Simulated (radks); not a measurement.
Tc III, 41 electrons, occupied as [Kr] 4d5 (the NIST ground configuration). All-electron calculation, scalar-relativistic Kohn-Sham, PBEsol, spin-polarised, spherical densities, point nucleus; open shells are filled with parallel spins first (spin-orbit coupling, left out, can overturn this in heavy ions). Program: a radial shooting solver on a logarithmic mesh with Libxc functionals.

Radial electron density D(r) = 4 pi r^2 rho(r):

r (bohr),D(r) (e/bohr),spin D(r)
0.003451,7.680,-0.000304
0.004494,11.59,-0.000458
0.005899,17.21,-0.000678
0.007743,24.63,-0.000968
0.01008,33.28,-0.00131
0.01323,42.67,-0.00170
0.01737,50.55,-0.00209
0.0228,54.40,-0.00249
0.02969,52.99,-0.00298
0.03897,48.31,-0.00337
0.05115,46.47,-0.00146
0.0666,52.65,0.0112
0.08742,63.90,0.0588
0.1147,67.10,0.182
0.1494,55.98,0.400
0.1961,43.65,0.670
0.2574,46.54,0.784
0.3352,52.22,0.541
0.44,40.38,0.0820
0.5775,20.33,0.108
0.752,12.49,1.17
0.9871,12.83,2.81
1.296,10.16,3.55
1.687,5.295,2.81
2.214,1.912,1.44
2.907,0.4989,0.456
3.785,0.08906,0.0873
4.968,0.007798,0.00778

D(r) has 4 maxima, at r = 0.0241, 0.107, 0.330, 0.979 bohr, and minima at 0.0484, 0.212, 0.795 bohr, inside which lie 2.03, 11.10, 29.22 electrons.
